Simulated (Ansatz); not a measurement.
`O=C=N[Si](Cl)(Cl)Cl` and `Cl[Si](Cl)(Cl)[SeH]` differ in one atom or group.

Ansatz, PBE0-D4/def2-TZVP geometries, multiplicity 1. Each molecule was computed in one conformer, which needn't be the lowest.

Scalar relativity is left out up to krypton.

```json
{"property": "HOMO energy (PBE/def2-TZVPP) / eV", "`O=C=N[Si](Cl)(Cl)Cl`": "-7.91"}
{"property": "HOMO energy (ωB97M-V/def2-TZVPP) / eV", "`O=C=N[Si](Cl)(Cl)Cl`": "-11.55"}
{"property": "size of the dipole moment (B3LYP/def2-TZVPP) / D", "`O=C=N[Si](Cl)(Cl)Cl`": "0.50"}
{"property": "size of the dipole moment (PBE/def2-TZVPP) / D", "`O=C=N[Si](Cl)(Cl)Cl`": "0.44"}
{"property": "HOMO energy (PBE0/def2-TZVPP) / eV", "`O=C=N[Si](Cl)(Cl)Cl`": "-9.34"}
{"property": "HOMO–LUMO gap (B3LYP/def2-TZVPP) / eV", "`O=C=N[Si](Cl)(Cl)Cl`": "8.46"}
```

**Question.** Give the same properties after the change, and the shifts. (An estimate is asked.)

**Answer.** The calculation gave: 
```
                                        property  `Cl[Si](Cl)(Cl)[SeH]`  shift
               HOMO energy (PBE/def2-TZVPP) / eV                  -6.52   1.39
           HOMO energy (ωB97M-V/def2-TZVPP) / eV                  -9.87   1.68
size of the dipole moment (B3LYP/def2-TZVPP) / D                   1.01   0.51
  size of the dipole moment (PBE/def2-TZVPP) / D                   0.99   0.55
              HOMO energy (PBE0/def2-TZVPP) / eV                  -7.71   1.63
           HOMO–LUMO gap (B3LYP/def2-TZVPP) / eV                   6.32  -2.14
```

With PBE0 the HOMO rises by 1.63 eV and the LUMO falls by 0.53 eV, so the gap narrows by about 2.16 eV. PBE moves the HOMO by 1.39 eV and ωB97M-V by 1.68 eV. Dipoles are sizes alone; their direction can turn.

B3LYP here is the variant with VWN-RPA as its local correlation; programs differ in this.

Spin–orbit coupling is left out; it splits and shifts lone-pair levels of the heavy atoms by tenths of an eV.
